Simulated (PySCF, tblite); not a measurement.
Isomers of C6H11O (doublet state), one GFN2-xTB conformer each. Single-point energies are computed at B3LYP/pcH-1 (PySCF, gas phase, no added dispersion term), electronic only. GFN2-xTB treats the open shell by occupation alone, and not every SCF solution was tested for stability.

| SMILES | GFN2-xTB relative energy (kcal/mol) |
| --- | --- |
| [CH2]C/C(C)=C/OC | 29.8 |
| C=CC[C@@H](O)[CH]C | 30.4 |
| [CH2][C@H](O)C(=C)CC | 32.6 |
| O[C@@H]1C[CH]CCC1 | 0.0 |
| C=C[C](O)C(C)C | 2.7 |

Conformers: `[CH2:1][CH2:2]/[C:3]([CH3:4])=[CH:5]/[O:6][CH3:7]` (doublet state) with H–C1–C2–C3 80° and -82°, C1–C2–C3–C4 85°, C3–C5–O6–C7 168°; `[CH2:1]=[CH:2][CH2:3][C@@H:4]([OH:5])[CH:6][CH3:7]` (doublet state) with C1–C2–C3–C4 -98°, C2–C3–C4–O5 65°, C3–C4–O5–H -42°, C3–C4–C6–C7 86°; `[CH2:1][C@H:2]([OH:3])[C:4](=[CH2:5])[CH2:6][CH3:7]` (doublet state) with H–C1–C2–O3 37° and -160°, C1–C2–O3–H -46°, C1–C2–C4–C5 88°, C2–C4–C6–C7 -84°; `[OH:1][C@@H:2]1[CH2:3][CH:4][CH2:5][CH2:6][CH2:7]1` (doublet state) with H–O1–C2–C3 -49°, O1–C2–C3–C4 -67°, C2–C3–C4–C5 -54°, C3–C4–C5–C6 55°, C4–C5–C6–C7 -55°; `[CH2:1]=[CH:2][C:3]([OH:4])[CH:5]([CH3:6])[CH3:7]` (doublet state) with C1–C2–C3–O4 0°, C2–C3–O4–H 0°, C2–C3–C5–C6 116°.

What does B3LYP/pcH-1 give for the same structures?

| SMILES | B3LYP/pcH-1 E (Eh) | B3LYP/pcH-1 (kcal/mol) | GFN2-xTB (kcal/mol) | point group |
| --- | --- | --- | --- | --- |
| C=C[C](O)C(C)C | -310.46539 | 0.0 | 2.7 | near Cs |
| O[C@@H]1C[CH]CCC1 | -310.45510 | 6.5 | 0.0 | – |
| C=CC[C@@H](O)[CH]C | -310.42832 | 23.3 | 30.4 | C1 |
| [CH2][C@H](O)C(=C)CC | -310.41790 | 29.8 | 32.6 | C1 |
| [CH2]C/C(C)=C/OC | -310.41535 | 31.4 | 29.8 | C1 |

GFN2-xTB puts O[C@@H]1C[CH]CCC1 lowest instead; measured from each level's own lowest isomer, the values differ by up to 7.1 kcal/mol (C=CC[C@@H](O)[CH]C: 30.4 against 23.3). As drawn, the lowest has an O–H bond, which the highest lacks. Neighbours under 5.0 kcal/mol apart ([CH2][C@H](O)C(=C)CC and [CH2]C/C(C)=C/OC) can change places with a better method, another conformer or zero-point energy.

What happens when harmonic zero-point energies from GFN2-xTB frequencies are added?

| SMILES | ZPE (kcal/mol) | electronic (kcal/mol) | with ZPE (kcal/mol) |
| --- | --- | --- | --- |
| C=C[C](O)C(C)C | 96.3 | 0.0 | 0.0 |
| O[C@@H]1C[CH]CCC1 | 98.3 | 6.5 | 8.4 |
| C=CC[C@@H](O)[CH]C | 94.7 | 23.3 | 21.6 |
| [CH2][C@H](O)C(=C)CC | 94.8 | 29.8 | 28.4 |
| [CH2]C/C(C)=C/OC | 94.6 | 31.4 | 29.7 |

The zero-point energies span 3.7 kcal/mol. The order is unchanged.

As an exercise, what shares would exp(−E/RT) give at 1000 K from these electronic energies alone (no entropy, no degeneracies)?

RT = 1.987 kcal/mol: C=C[C](O)C(C)C 96.3 %, O[C@@H]1C[CH]CCC1 3.7 %, C=CC[C@@H](O)[CH]C under 0.1 %, [CH2][C@H](O)C(=C)CC under 0.1 %, [CH2]C/C(C)=C/OC under 0.1 %.
